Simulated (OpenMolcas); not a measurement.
# Pr4+: ligand-field states by method

Pr4+ with 6 ligands (oxide) in trigonal prismatic coordination (D3h) at 2.35 Å, a polar angle of 50.6° against the regular 49.1°. A charge of +1.33 e stands 2.8 Å behind each ligand. Ligand basis ANO-RCC-VDZP.

| Property | Result |
| --- | --- |
| Program | OpenMolcas 26.06 |
| Basis | ANO-RCC-VDZP [7s6p4d2f1g] |
| Scalar Hamiltonian | DKH2, point nucleus |
| Active space | 1 electron in 7 orbitals (4f) |
| State averaging | 2S+1 = 2 odd, 7 roots |
| Spin-orbit coupling | RASSI with atomic mean-field integrals over the reference wave functions |

I. CASSCF
II. SS-CASPT2, IPEA 0.25 Eh, imaginary shift 0.1 Eh (closed shells correlated: 5s 5p and the ligand valence shells)

Spin-free states (labels of D3, the rotations of D3h) in cm-1, each column counted from its own energy of the first state listed:

| State | Degeneracy | I | II |
| --- | --- | --- | --- |
| 2A1 | 1 | 0 | 0 |
| 2A2 | 1 | 80 | 210 |
| 2A2 | 1 | 812 | 930 |
| 2E | 2 | 1006 | 1090 |
| 2E | 2 | 1329 | 1550 |

With spin-orbit coupling the lowest J multiplet is 1053 (I), 1153 (II) cm-1 wide, a factor of 1.09 from I to II.

χT at 300 K: I 0.64, II 0.62 cm3 K/mol.

Roots that are degenerate in the reference are averaged as groups; the widest CASPT2 spread within a group is 76 cm-1 (the 2-fold group of multiplicity 2 near 1550 cm-1 above the lowest state of its run, II). Shifts and gaps below about the spread of the groups concerned are not significant. Over all roots computed the reference weight is 0.62 to 0.63 in II; a low but even weight reflects the number of correlated electrons. The oxide ions are held by bare point charges, a crude embedding. Splittings of an f shell from a small cluster at a set distance can be off by tens of per cent, mostly too small (holds for II). The distance lies 5 % over the 2.23 Å that this model takes as the normal distance (a Shannon-type radius plus a fixed donor radius); by an R⁻⁵ law this alone changes a d-shell field by about -23 %. No measured value stands beside these numbers; the geometry is a model, was not optimised and need not be the one that this ion takes.
